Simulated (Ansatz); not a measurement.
Consider the cleavage of the Al–Si bond: `[AlH2][O][SiH2][AlH2]` + CH₃SH → `C[S][AlH2]` + `[AlH2][O][SiH3]`.

Program: Ansatz. Geometries: PBE0-D4/def2-TZVP. ΔE: electronic, gas phase. CCSD(T)/CBS is the MP2 limit (def2-TZVPP, def2-QZVPP) plus CCSD(T) − MP2 in def2-TZVPP, frozen cores. This one scheme is used for every species. DFT in def2-TZVPP. B3LYP here is the variant with VWN-RPA as its local correlation; programs differ in this. Each species was taken in one conformer, which may not be the lowest.

CCSD(T)/CBS gives -128.3 kJ/mol.

Another level gave -128.8 kJ/mol. Which?
A. BHLYP/def2-TZVPP
B. MP2/def2-TZVPP
C. B3LYP-D4/def2-TZVPP
D. LDA (SPW92)/def2-TZVPP

A. BHLYP -128.8, LDA (SPW92) -117.1, B3LYP-D4 -124.4, MP2/def2-TZVPP -137.6 kJ/mol.

Largest T1 diagnostic among the species: 0.013.

From BLYP to BHLYP (50 % exact exchange), in def2-TZVPP and without D4, ΔE moves by −8.1 kJ/mol. Leaving LDA and LC-ωPBE aside and taking each functional with its dispersion term where it has one, the values, not all of them listed here, spread over 16.2 kJ/mol, from ωB97M-V to PBE-D4. LDA lies −3.1 kJ/mol from PBE without D4.
